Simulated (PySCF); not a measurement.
**Electric field gradients and quadrupole coupling constants**

Compound: C4H9FOSi2.
Z-matrix (Å and degrees, GFN2-xTB geometry), rows numbered from 1:
```
C 
C   1  1.5003
C   2  1.4479  1  117.80
O   3  1.1961  2  127.68  1  -179.88
F   3  1.3627  2  114.67  1     0.05
C   2  1.3492  1  125.62  3  -178.59
Si  6  1.9070  2  119.48  1   178.83
Si  6  1.8947  2  120.27  1    -0.89
H   1  1.0865  2  110.68  3  -148.63
H   1  1.0876  2  111.18  3   -27.25
H   1  1.0906  2  109.89  3    92.07
H   7  1.4745  6  103.20  2  -179.36
H   7  1.4578  6  110.59  2    66.77
H   7  1.4582  6  110.90  2   -65.53
H   8  1.4662  6  109.27  2    53.60
H   8  1.4585  6  109.61  2   174.15
H   8  1.4669  6  108.23  2   -65.69
```

Field gradients from the PBE0/pcSseg-1 density (PySCF, non-relativistic), principal values in atomic units, ordered |Vxx| ≤ |Vyy| ≤ |Vzz|:

```
atom     Vxx     Vyy      Vzz
  O4  0.5398  0.9001  -1.4400
```

**Question.** Find the asymmetry η = (Vxx − Vyy)/Vzz and the couplings χ = eQV/h (234.96 MHz × Q in barn × V in au), with Q(17O) = −0.0256 b.

**Answer.** 
```
atom      environment  nucleus     η  χzz (MHz)  χxx (MHz)  χyy (MHz)
  O4  carbonyl oxygen      17O  0.25       8.66      -3.25      -5.41
```

**Question.** What is Vzz at O4 in SI units (1 au = 9.71736 × 10²¹ V/m²)?

**Answer.** -1.4400 au = -13.993 × 10²¹ V/m².

**Question.** What couplings would deuterons (Q(2H) = 0.00286 b) have in place of the hydrogens, at this geometry?

**Answer.** 
| atom | bonded to | bond length (Å) | Vzz (au) | η | χzz (kHz) |
| --- | --- | --- | --- | --- | --- |
| H9 | C1 | 1.087 | 0.3127 | 0.05 | 210 |
| H10 | C1 | 1.088 | 0.3079 | 0.04 | 207 |
| H11 | C1 | 1.091 | 0.3085 | 0.02 | 207 |
| H12 | Si7 | 1.474 | 0.1527 | 0.03 | 103 |
| H13 | Si7 | 1.458 | 0.1680 | 0.04 | 113 |
| H14 | Si7 | 1.458 | 0.1676 | 0.04 | 113 |
| H15 | Si8 | 1.466 | 0.1609 | 0.02 | 108 |
| H16 | Si8 | 1.459 | 0.1644 | 0.01 | 110 |
| H17 | Si8 | 1.467 | 0.1607 | 0.02 | 108 |

The structure is a single GFN2-xTB conformer in the gas phase; no vibrational or solvent corrections. GFN2-xTB frequencies show an imaginary mode (57i cm⁻¹), so this geometry is no minimum at that level. GFN2-xTB bond lengths can be off by several hundredths of an ångström, more for odd bonds, and the gradients follow them. The small basis limits the accuracy of the gradients.
